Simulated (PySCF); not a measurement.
**Shapes and spin states of Sn₃N**

Level of theory: PySCF, B3LYP, basis N def2-SVP, Sn def2-SVP with ECP28 (scalar-relativistic core potentials, no spin–orbit coupling, density fitting).

Relaxations began from a few typed shapes and spin states; open shells are unrestricted. The search is not exhaustive: other isomers or separated fragments can lie lower, and high-lying points may rest on an excited occupation.

```tsv
spin	group	bonds	angles	imaginary modes (cm⁻¹)	ΔE (kJ/mol)	ΔE with ZPE (kJ/mol)
doublet	Cs	N–Sn 2.043 Å, N–Sn 2.091 Å, N–Sn 2.203 Å, Sn–Sn 2.942 Å, Sn–Sn 3.076 Å	N–Sn–Sn 41.6°, N–Sn–Sn 45.2°, N–Sn–Sn 45.7°, N–Sn–Sn 48.3°, Sn–N–Sn 86.5°	none	0.0	0.0
doublet	Cs	N–Sn 2.084 Å, N–Sn 2.112 Å (×2), Sn–Sn 2.941 Å	N–Sn–Sn 45.9° (×2), Sn–N–Sn 88.3°, Sn–N–Sn 133.5° (×2)	none	55.7	56.5
quartet	C2v	N–Sn 2.017 Å (×2), N–Sn 2.363 Å, Sn–Sn 3.292 Å (×2)	N–Sn–Sn 37.4° (×2), N–Sn–Sn 45.4° (×2), Sn–N–Sn 97.1° (×2), Sn–N–Sn 165.7°, Sn–Sn–Sn 74.9°	none	104.2	103.0
```

The lowest minimum found is the doublet Cs: N–Sn 2.043 Å, N–Sn 2.091 Å, N–Sn 2.203 Å, Sn–Sn 2.942 Å, Sn–Sn 3.076 Å; N–Sn–Sn 41.6°, N–Sn–Sn 45.2°, N–Sn–Sn 45.7°, N–Sn–Sn 48.3°, Sn–N–Sn 86.5°.

For the lowest minimum: no spin–orbit coupling is included, which matters more the heavier the element.
